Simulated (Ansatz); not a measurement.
`C[B](C)[ZnH]` + `N[SiH3]` → `CB(C)N[SiH3]` + `[ZnH2]` at 500 K and 1 bar (cleavage of the B–Zn bond).

Calculated with Ansatz (gas phase, PBE0-D4/def2-TZVP geometries, no zero-point term in ΔE). CCSD(T)/CBS adds triple-zeta CCSD(T) − MP2 to the extrapolated MP2 energy (def2 sets, frozen cores). This one scheme is used for every species. For Zn outer-core shells are correlated without core-valence functions, which leaves a few kJ/mol of doubt a bond. Scalar relativity is left out up to krypton. One conformer a species, not always the lowest.

```csv
species,CCSD(T)/CBS energy (Eh),H − E (kJ/mol),S (J/(mol·K))
`C[B](C)[ZnH]`,-1883.46486,262.1,425.3
`N[SiH3]`,-346.80422,161.3,303.9
`CB(C)N[SiH3]`,-450.78486,371.7,455.7
`[ZnH2]`,-1779.54550,48.1,221.7
```

H − E and S are ideal-gas, rigid-rotor, harmonic terms from PBE0-D4/def2-TZVP, for one conformer and one mirror image of each species. 1 Eh = 2625.50 kJ/mol, R = 8.31446 J/(mol·K).

Question: By hand: ΔE, ΔH, ΔS and ΔG.

Answer: ΔE = (-450.78486) + (-1779.54550) − (-1883.46486) − (-346.80422) = -0.06128 Eh = -160.9 kJ/mol. Δ(H − E) = 371.7 + 48.1 − 262.1 − 161.3 = -3.6, so ΔH = -164.5 kJ/mol. ΔS = 455.7 + 221.7 − 425.3 − 303.9 = -51.8 J/(mol·K). ΔG = -164.5 − 500 × (-51.8)/1000 = -138.6 kJ/mol.

Question: By hand: the equilibrium constant, and the temperature at which ΔG would vanish if ΔH and ΔS stayed fixed.

Answer: log₁₀ K = −ΔG/(RT ln 10) = 14.5. ΔG = 0 at ΔH/ΔS = 3176 K, far beyond where these terms or the molecules hold.

ΔH outweighs TΔS. A doubt of 5 kJ/mol in ΔE shifts log₁₀ K by 0.5 here. Other conformers and mirror images would add mixing entropy, several J/(mol·K) or more a flexible species. Modes under 60 cm⁻¹, often nearly free rotors, make the harmonic entropy too high. These are equilibria of isolated gas molecules and say nothing of rates. Largest T1 diagnostic: 0.016 (customary marks: 0.02 for closed shells, 0.045 for open ones).
